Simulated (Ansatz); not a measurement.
Gas-phase electronic energies from Ansatz, PBE0-D4/def2-TZVP geometries. CCSD(T)/CBS adds triple-zeta CCSD(T) − MP2 to the extrapolated MP2 energy (def2 sets, frozen cores). Functionals use def2-TZVPP. Elements past krypton have def2 core potentials. For Ge, Sn outer-core shells are correlated without core-valence functions, which leaves a few kJ/mol of doubt a bond. Scalar relativity is left out up to krypton. Each species was taken in one conformer, which may not be the lowest.

Consider the redistribution: `C[B]([SiH3])[SnH3]` + `C[CH2][GeH]([F])[Cl]` → `C[CH2][GeH]([SiH3])[Cl]` + `C[B](F)[SnH3]`.

```
                  species  PBE energy (Eh)
     `C[B]([SiH3])[SnH3]`       -571.86667
   `C[CH2][GeH]([F])[Cl]`      -2716.33728
`C[CH2][GeH]([SiH3])[Cl]`      -2907.64688
          `C[B](F)[SnH3]`       -380.59832
```

Q: Work out ΔE.

A: ΔE = (-2907.64688) + (-380.59832) − (-571.86667) − (-2716.33728) = -0.04125 Eh = -108.3 kJ/mol. CCSD(T)/CBS gives -104.9 kJ/mol.

Largest T1 diagnostic among the species: 0.014.
